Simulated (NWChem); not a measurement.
Molecule: GaNH$_{3}$OBr; SMILES [NH2][Ga]([OH])[Br]

```xyz
7

Ga    -0.0435     0.8080    -0.0289
Br    -0.0040    -1.4800    -0.0178
O     -1.5966     1.6627     0.0567
H     -2.3607     1.0794     0.1052
N      1.4803     1.7456    -0.1172
H      1.5059     2.7568    -0.1367
H      2.3950     1.3200    -0.1801
```
Atoms are numbered in this order, from 1.

Level: PBE0/def2-SVP (NWChem), optimised geometry, unscaled harmonic frequencies. This build's default masses of Se (78.918 u) and Br (79.917 u) are each other's, which moves their modes by up to 0.6 %.

| frequency (cm⁻¹) | IR intensity (km/mol) |
|---|---|
| 63 | 159.4 |
| 126 | 5.7 |
| 164 | 10.2 |
| 188 | 6.9 |
| 302 | 27.2 |
| 304 | 116.0 |
| 372 | 20.8 |
| 704 | 44.9 |
| 728 | 54.6 |
| 768 | 101.2 |
| 831 | 144.6 |
| 1506 | 29.0 |
| 3639 | 49.9 |
| 3755 | 55.8 |
| 3921 | 84.2 |

```yaml
zero_point_energy: 24.8 kcal/mol
thermal correction to the enthalpy at 298.15 K (with zero-point energy): 29.9 kcal/mol
heat capacity Cv: 21.4 cal/(mol K)
entropy at 298.15 K and 1 atm (symmetry number 1): 86.2 cal/(mol K)
dipole_moment: 1.16 D
```

Rigid rotor and harmonic oscillator; modes under 100 cm⁻¹ make the entropy uncertain.
